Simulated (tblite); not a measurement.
C₂H₁₃NSSi₄.
Structure used (GFN2-xTB), in Å, numbered top down from 1:
```
atom  x, y, z in Å
C1     2.834    1.080   -0.752
Si2    1.719   -0.351   -0.207
C3     0.623    0.211    1.249
Si4   -0.623   -1.045    1.942
N5    -1.677   -1.560    0.665
Si6   -2.423   -0.707   -0.653
Si7   -1.522    1.406   -0.749
S8    -0.217    1.823    0.903
H9     2.248    1.972   -0.958
H10    3.387    0.828   -1.651
H11    3.554    1.337    0.019
H12    0.861   -0.777   -1.324
H13    2.522   -1.485    0.270
H14    1.285    0.479    2.076
H15    0.095   -2.238    2.398
H16   -1.381   -0.415    3.030
H17   -2.033   -2.491    0.804
H18   -2.158   -1.506   -1.861
H19   -3.882   -0.720   -0.447
H20   -0.752    1.660   -1.975
H21   -2.468    2.515   -0.624
```

Level: GFN2-xTB in tblite, geometry and Hessian alike; calculated harmonic values, unscaled, isolated species. Errors from tens to a few hundred cm⁻¹ against measured bands are possible. Modes of hydrogen on silicon can be 10 to 20 % off. One conformer, not necessarily the lowest.

Harmonic wavenumbers (cm⁻¹): 38.6, 41.6, 73.0, 91.4, 105.8, 118.4, 152.0, 180.5, 210.1, 242.5, 340.1, 353.7, 387.9, 424.7, 450.1, 460.1, 485.1, 513.0, 541.2, 567.8, 579.0, 586.9, 599.1, 622.2, 644.7, 672.0, 712.9, 753.5, 757.8, 771.2, 777.6, 791.4, 799.2, 823.5, 825.6, 839.3, 857.1, 983.0, 1088.2, 1140.5, 1200.3, 1371.2, 1479.4, 1482.1, 2142.7, 2172.7, 2177.6, 2194.4, 2212.5, 2222.7, 2250.5, 2256.2, 2940.1, 3035.9, 3038.8, 3044.7, 3465.3.

A = 1065, B = 716.0, C = 602.8 MHz; mass 194.985 u (most abundant isotopes); point group C1, symmetry number 1.

Problem. What is the zero-point energy?

Solution. Half the sum of the wavenumbers: 30045 cm⁻¹ = 85.90 kcal/mol.

Problem. What is S at 400 K and 1 bar for an ideal gas of classical rigid rotors and harmonic oscillators?

Solution. Translation 43.19, rotation 31.80, vibration 62.54: S = 137.5 cal/(mol K).

Problem. And Cp and H(400 K) − H(0)?

Solution. Cp = 66.76 cal/(mol K), of which vibrations give 58.81 (their classical limit is 57 R = 113.3); H(400 K) − H(0) = 15.88 kcal/mol without the zero-point energy, 12.70 from vibrations.

Problem. Which modes carry the vibrational entropy at 400 K?

Solution. 38.6 cm⁻¹: 5.91; 41.6 cm⁻¹: 5.76; 73.0 cm⁻¹: 4.65; 91.4 cm⁻¹: 4.21; 105.8 cm⁻¹: 3.92; 118.4 cm⁻¹: 3.70 cal/(mol K); the other 51 give 34.39 together.

Problem. Blend soft modes into free rotors: weight 1/[1 + (100 cm⁻¹/ν̃)⁴] for the oscillator and the rest for a rotor with moment μB/(μ + B), μ = h/(8π²ν), B = 10⁻⁴⁴ kg m². What vibrational entropy results?

Solution. 56.85 cal/(mol K) in place of 62.54, which changes −T·S at 400 K by +2.27 kcal/mol.

Hindered rotation and anharmonicity are outside this model. Other conformers, if any are populated, would add a mixing term that is left out. The structure is chiral; the term R ln 2 for an equal mix with its mirror image is left out.
